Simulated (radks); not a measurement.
Values are calculated unless marked as measured or tabulated.
Species: Mg4+. Configuration: [He] 2s2 2p3 6s1 (not the ground configuration). Code: a radial shooting solver on a logarithmic mesh with Libxc functionals. Model: non-relativistic Kohn-Sham, r2SCAN, spin-polarised, spherical densities, point nucleus; open shells are filled with parallel spins first; meta-GGA in the generalised Kohn-Sham scheme.

Unscreened Slater integrals over Kohn-Sham orbitals (eV). They are taken over the spin-up orbitals.

\begin{tabular}{lr}
integral & value \\ \hline
F0(6s,6s) & 2.7595 \\
F0(6s,2p) & 4.1826 \\
G1(6s,2p) & 0.11809 \\
F0(6s,2s) & 4.1642 \\
G0(6s,2s) & 0.088664 \\
F0(6s,1s) & 4.3690 \\
G0(6s,1s) & 0.066356 \\
F0(2p,2p) & 43.675 \\
F2(2p,2p) & 20.511 \\
F0(2p,2s) & 41.197 \\
G1(2p,2s) & 24.442 \\
F0(2p,1s) & 60.373 \\
G1(2p,1s) & 8.8940 \\
F0(2s,2s) & 39.554 \\
F0(2s,1s) & 55.623 \\
G0(2s,1s) & 4.8572 \\
F0(1s,1s) & 195.71 \\
\end{tabular}

Derived for the open shells (J is the average intra-shell exchange parameter used in DFT+U). 2p: J = F2/5 = 4.102 eV.
